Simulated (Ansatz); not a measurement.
Process, species as SMILES: C=[SiH2] (CH2-SiH2) → C atom + 4 H atom + Si atom
B3LYP-D3(BJ)/def2-TZVP geometries, fixed; electronic energies without zero-point terms.
Largest species:
```xyz
6

C     -1.1498    -0.0548    -0.0450
Si     0.5479     0.0261     0.0215
H     -1.7685     0.8316    -0.0996
H     -1.6839    -0.9961    -0.0356
H      1.3979    -1.1745     0.0958
H      1.2833     1.3023     0.0091
```

Basis-set convergence of the atomisation energy at HF with Ansatz (a quantum-chemistry and plane-wave program). Cartesian d functions, on some or all atoms, in 6-31G*, 6-31+G*, 6-31G**; all else is spherical. A restricted Hartree-Fock determinant is unstable towards unrestricted orbitals. Open shells are unrestricted. No added dispersion term, no relativity. Functions are those of the species that has most. Reference: the value in aug-pcseg-3, 342.29 kcal/mol, itself unsure by roughly 0.39 kcal/mol (its mean distance from aug-cc-pV(Q+d)Z, cc-pV(5+d)Z, def2-QZVPPD). Deviations are taken from unrounded values.

```tsv
basis	functions	atomisation energy (kcal/mol)	minus reference (kcal/mol)
6-31G*	42	333.55	-8.74
6-31+G*	50	333.87	-8.42
6-31G**	54	337.96	-4.34
6-311++G(2d,2p)	102	338.97	-3.33
pcseg-2	120	341.62	-0.68
def2-TZVPP	129	341.03	-1.26
aug-pcseg-2	188	342.05	-0.25
pcseg-3	256	342.25	-0.04
cc-pV(5+d)Z	411	342.02	-0.28
```

The smallest set listed that lies within 2 kcal/mol of the reference with all its larger relatives (same family, alike in diffuse functions; a set with none counts only in the reference's own line) is pcseg-2 (120 functions, -0.68 kcal/mol off). Inside, with no larger relative to test it: cc-pV(5+d)Z. (Relatives not listed, tested too: def2-QZVP -0.49, def2-QZVPP -0.49, aug-pcseg-3 0.00 kcal/mol.)
